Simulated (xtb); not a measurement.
C2F4 (SMILES FC(F)=C(F)F), singlet, from a rough starting geometry; GFN2-xTB (xtb).

The xtb input:
```
$ xtb mol.xyz --gfn 2 --opt vtight --json

# file mol.xyz
6

C     -0.07013230    -0.00419232     0.64507241
C      0.04352388    -0.01301361    -0.66408931
F      0.01558478     1.11990989     1.39993741
F      0.03649613    -1.12185037     1.40990540
F      0.02488360     1.09687366    -1.46478278
F     -0.01607807    -1.07051679    -1.39742819
```

It wrote (shortened):

```
   ID    Z sym.   atoms
    1    6 C      1, 2
    2    9 F      3-6

           -------------------------------------------------
          |                Calculation Setup                |
           -------------------------------------------------

           -------------------------------------------------
          |                 G F N 2 - x T B                 |
           -------------------------------------------------

          ...................................................
          :                      SETUP                      :
          :.................................................:
          :  # basis functions                  24          :
          :  # atomic orbitals                  24          :
          :  # shells                           12          :
          :  # electrons                        36          :
          :  max. iterations                   250          :
          :  Hamiltonian                  GFN2-xTB          :
          :  restarted?                      false          :
          :  GBSA solvation                  false          :
          :  PC potential                    false          :
          :  electronic temp.          300.0000000     K    :
          :  accuracy                    1.0000000          :
          :  -> integral cutoff          0.2500000E+02      :
          :  -> integral neglect         0.1000000E-07      :
          :  -> SCF convergence          0.1000000E-05 Eh   :
          :  -> wf. convergence          0.1000000E-03 e    :
          :  Broyden damping             0.4000000          :
          :  net charge                          0          :
          :  unpaired electrons                  0          :
          ...................................................

 iter      E             dE          RMSdq      gap      omega  full diag
   1    -23.2282476 -0.232282E+02  0.541E+00    5.26       0.0  T
   2    -23.2482236 -0.199760E-01  0.268E+00    4.85       1.0  T
   3    -23.2481521  0.714401E-04  0.124E+00    5.00       1.0  T
   4    -23.2485903 -0.438213E-03  0.428E-01    4.98       1.0  T
   5    -23.2493248 -0.734418E-03  0.861E-02    4.97       1.0  T
   6    -23.2493253 -0.582280E-06  0.249E-02    4.97       1.6  T
   7    -23.2493258 -0.482572E-06  0.915E-03    4.98       4.5  T
   8    -23.2493262 -0.337688E-06  0.575E-04    4.97      71.0  T
   9    -23.2493262 -0.410790E-09  0.173E-04    4.97     235.8  T

   *** convergence criteria satisfied after 9 iterations ***

         :::::::::::::::::::::::::::::::::::::::::::::::::::::
         ::                     SUMMARY                     ::
         :::::::::::::::::::::::::::::::::::::::::::::::::::::
         :: total energy             -23.151492625701 Eh    ::
         :: gradient norm              0.085338042342 Eh/a0 ::
         :: HOMO-LUMO gap              4.974614015755 eV    ::
         ::.................................................::
         :: SCC energy               -23.249325930892 Eh    ::
         :: -> isotropic ES            0.038951232056 Eh    ::
         :: -> anisotropic ES          0.005284681179 Eh    ::
         :: -> anisotropic XC         -0.019362329621 Eh    ::
         :: -> dispersion             -0.002384394641 Eh    ::
         :: repulsion energy           0.097833305191 Eh    ::
         :: add. restraining           0.000000000000 Eh    ::
         :: total charge              -0.000000000000 e     ::
         :::::::::::::::::::::::::::::::::::::::::::::::::::::

      -----------------------------------------------------------
     |                   =====================                   |
     |                        A N C O P T                        |
     |                   =====================                   |
     |               Approximate Normal Coordinate               |
     |                Rational Function Optimizer                |
      -----------------------------------------------------------
      -----------------------------------------------------------
     |                   =====================                   |
     |                        A N C O P T                        |
     |                   =====================                   |
     |               Approximate Normal Coordinate               |
     |                Rational Function Optimizer                |
      -----------------------------------------------------------

          ...................................................
          :                      SETUP                      :
          :.................................................:
          :   optimization level         verytight          :
          :   max. optcycles                   200          :
          :   ANC micro-cycles                  20          :
          :   degrees of freedom                12          :
          :.................................................:
          :   RF solver                   davidson          :
          :   write xtbopt.log                true          :
          :   linear?                        false          :
          :   energy convergence         0.1000000E-06 Eh   :
          :   grad. convergence          0.2000000E-03 Eh/α :
          :   maxmium RF displ.          1.0000000          :
          :   Hlow (freq-cutoff)         0.1000000E-01      :
          :   Hmax (freq-cutoff)         5.0000000          :
          :   S6 in model hess.         20.0000000          :
          ...................................................

generating ANC from exact Hessian ...
Using Lindh-Hessian (1995)
 Shifting diagonal of input Hessian by    0.0000000000000000
 Lowest  eigenvalues of input Hessian
    0.000000    0.000000    0.000000    0.000000    0.000000    0.000000
    0.033502    0.058163    0.091129    0.166874    0.192556    0.317141
    0.345303    0.579030    1.259278    1.611269    2.139591    2.320112
[...]
 * total energy  :   -23.1514926 Eh     change       -0.1699263E-10 Eh
 * total energy  :   -23.1558343 Eh     change       -0.4341647E-02 Eh
 * total energy  :   -23.1569878 Eh     change       -0.1153513E-02 Eh
 * total energy  :   -23.1572189 Eh     change       -0.2310960E-03 Eh
 * total energy  :   -23.1572431 Eh     change       -0.2419550E-04 Eh
 * total energy  :   -23.1572539 Eh     change       -0.1087083E-04 Eh
 * total energy  :   -23.1572547 Eh     change       -0.7056486E-06 Eh
 * total energy  :   -23.1572548 Eh     change       -0.1103885E-06 Eh
 * total energy  :   -23.1572548 Eh     change       -0.2245287E-07 Eh
   *** GEOMETRY OPTIMIZATION CONVERGED AFTER 9 ITERATIONS ***
[...]
          :  -> SCF convergence          0.1000000E-05 Eh   :
          :  -> wf. convergence          0.1000000E-03 e    :
          :  Broyden damping             0.4000000          :
          :  net charge                          0          :
          :  unpaired electrons                  0          :
          ...................................................

 iter      E             dE          RMSdq      gap      omega  full diag
   1    -23.2574888 -0.232575E+02  0.117E-04    4.98       0.0  T
   2    -23.2574888 -0.627054E-11  0.641E-05    4.98     636.7  T
   3    -23.2574888 -0.153122E-11  0.452E-05    4.98     902.7  T

   *** convergence criteria satisfied after 3 iterations ***

         :::::::::::::::::::::::::::::::::::::::::::::::::::::
         ::                     SUMMARY                     ::
         :::::::::::::::::::::::::::::::::::::::::::::::::::::
         :: total energy             -23.157254786137 Eh    ::
         :: gradient norm              0.000057255075 Eh/a0 ::
         :: HOMO-LUMO gap              4.982429336363 eV    ::
         ::.................................................::
         :: SCC energy               -23.257488620352 Eh    ::
         :: -> isotropic ES            0.037151011897 Eh    ::
         :: -> anisotropic ES          0.005371646370 Eh    ::
         :: -> anisotropic XC         -0.020858396596 Eh    ::
         :: -> dispersion             -0.002393122603 Eh    ::
         :: repulsion energy           0.100233834215 Eh    ::
         :: add. restraining           0.000000000000 Eh    ::
         :: total charge              -0.000000000000 e     ::
         :::::::::::::::::::::::::::::::::::::::::::::::::::::

           -------------------------------------------------
          |                Property Printout                |
           -------------------------------------------------

    * Orbital Energies and Occupations

         #    Occupation            Energy/Eh            Energy/eV
      -------------------------------------------------------------
         1        2.0000           -0.9058825             -24.6503
       ...           ...                  ...                  ...
         6        2.0000           -0.6739994             -18.3405
         7        2.0000           -0.6504228             -17.6989
         8        2.0000           -0.6500122             -17.6877
         9        2.0000           -0.6493111             -17.6687
        10        2.0000           -0.6250218             -17.0077
        11        2.0000           -0.6090344             -16.5727
        12        2.0000           -0.5810607             -15.8115
        13        2.0000           -0.5718853             -15.5618
        14        2.0000           -0.5715519             -15.5527
        15        2.0000           -0.5641806             -15.3521
        16        2.0000           -0.5634818             -15.3331
        17        2.0000           -0.5476949             -14.9035
        18        2.0000           -0.4659725             -12.6798 (HOMO)
        19                         -0.2828716              -7.6973 (LUMO)
        20                         -0.0444135              -1.2086
        21                         -0.0309789              -0.8430
        22                          0.1130832               3.0772
        23                          0.3210610               8.7365
        24                          0.5307188              14.4416
      -------------------------------------------------------------
                  HL-Gap            0.1831009 Eh            4.9824 eV
             Fermi-level           -0.3744221 Eh          -10.1885 eV

     #   Z          covCN         q      C6AA      α(0)
     1   6 C        2.554     0.293    22.096     7.683
     2   6 C        2.554     0.293    22.096     7.683
     3   9 F        0.788    -0.146    10.696     3.863
     4   9 F        0.788    -0.146    10.695     3.863
     5   9 F        0.788    -0.146    10.696     3.863
     6   9 F        0.788    -0.146    10.695     3.863

 Mol. C6AA /au·bohr⁶  :        496.253706
 Mol. C8AA /au·bohr⁸  :      10750.994505
 Mol. α(0) /au        :         30.819279

Wiberg/Mayer (AO) data.
largest (>0.10) Wiberg bond orders for each atom

 ---------------------------------------------------------------------------
     #   Z sym  total        # sym  WBO       # sym  WBO       # sym  WBO
 ---------------------------------------------------------------------------
     1   6 C    3.835 --     2 C    1.653     4 F    1.005     3 F    1.005
     2   6 C    3.835 --     1 C    1.653     6 F    1.005     5 F    1.005
     3   9 F    1.170 --     1 C    1.005
     4   9 F    1.170 --     1 C    1.005
     5   9 F    1.170 --     2 C    1.005
     6   9 F    1.170 --     2 C    1.005
 ---------------------------------------------------------------------------

Topologies differ in total number of bonds
Writing topology from bond orders to xtbtopo.mol

molecular dipole:
                 x           y           z       tot (Debye)
 q only:       -0.000      -0.000      -0.000
   full:       -0.000      -0.000      -0.000       0.001
molecular quadrupole (traceless):
                xx          xy          yy          xz          yz          zz
 q only:        2.844      -0.017      -0.921       0.008      -0.004      -1.923
  q+dip:        5.356      -0.040      -3.580       0.012       0.007      -1.776
   full:        5.397      -0.037      -2.852       0.013       0.001      -2.545

optimized geometry written to: xtbopt.xyz

           -------------------------------------------------
          | TOTAL ENERGY              -23.157254786137 Eh   |
          | GRADIENT NORM               0.000057255075 Eh/α |
          | HOMO-LUMO GAP               4.982429336363 eV   |
           -------------------------------------------------

normal termination of xtb
```
